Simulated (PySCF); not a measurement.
**Correlation energy of Ho⁴⁺ (holmium, charge +4)**

Starting occupation: [Xe] 4f9, 4f5/2 with m_j = -5/2, -3/2, -1/2, +1/2, +3/2, +5/2, 4f7/2 with m_j = +3/2, +5/2, +7/2. Calculation: PySCF 2.14, in x2c-TZVPPall-2c; X2C-1e with screened-nucleus spin-orbit coupling, Gaussian nucleus. Frozen: [Ar] 3d10; 35 electrons correlated; the 18 highest virtual spinors left out.

MP2 pair energies summed by pair of shells (mhartree):

```csv
pair,energy,share (%)
4d-4f,-291.30,21.0
4f-4f,-211.35,15.3
4f-5p,-178.30,12.9
4d-4d,-134.20,9.7
5p-5p,-124.38,9.0
4d-5p,-93.60,6.8
4d-4p,-87.93,6.3
4f-4p,-62.23,4.5
4f-5s,-36.15,2.6
5p-5s,-33.46,2.4
4d-5s,-28.72,2.1
4d-4s,-21.52,1.6
4p-4p,-20.82,1.5
4f-4s,-15.68,1.1
4p-5p,-15.05,1.1
4p-4s,-11.66,0.8
4p-5s,-7.40,0.5
5s-5s,-6.27,0.5
4s-5p,-2.60,0.2
4s-4s,-1.80,0.1
4s-5s,-1.05,0.1
```

Total MP2 correlation energy: -1385.5 mhartree.

The GHF reference relaxed away from the jj start to a determinant that is no pure jj level (⟨S²⟩ = 8.55, ⟨J²⟩ = 63.77); the energies belong to that determinant.

This basis was not built for core-valence correlation, so the inner-shell part is incomplete.
